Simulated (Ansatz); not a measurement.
CH$_{9}$BO$_{2}$Si$_{2}$ (`CB(O[SiH3])O[SiH3]`). Total charge 0; spin multiplicity 1.

| atom | x (Å) | y (Å) | z (Å) |
| --- | --- | --- | --- |
| C1 | -1.191 | 1.479 | -1.612 |
| B2 | -0.443 | 0.561 | -0.585 |
| O3 | 0.115 | 1.105 | 0.535 |
| Si4 | 1.135 | 0.750 | 1.771 |
| O5 | -0.360 | -0.778 | -0.843 |
| Si6 | 0.048 | -2.211 | -0.157 |
| H7 | -1.265 | 2.514 | -1.281 |
| H8 | -2.196 | 1.097 | -1.813 |
| H9 | -0.667 | 1.461 | -2.574 |
| H10 | 2.070 | -0.341 | 1.384 |
| H11 | 0.357 | 0.334 | 2.964 |
| H12 | 1.912 | 1.975 | 2.080 |
| H13 | -0.884 | -3.242 | -0.673 |
| H14 | 1.442 | -2.567 | -0.521 |
| H15 | -0.073 | -2.138 | 1.325 |

(1) Give the diagnostics of a CCSD(T)/def2-TZVPP run (frozen core, Ansatz 0.2.0). (Best estimate.)

Results:

(1) The calculation gave: T1 = 0.0121, largest single amplitude 0.021, largest double 0.018, (T) share of the correlation energy 3.4 %, 9 CCSD cycles. The RHF solution is stable towards an unrestricted one. T1 lies under the customary mark of 0.02 for closed shells.
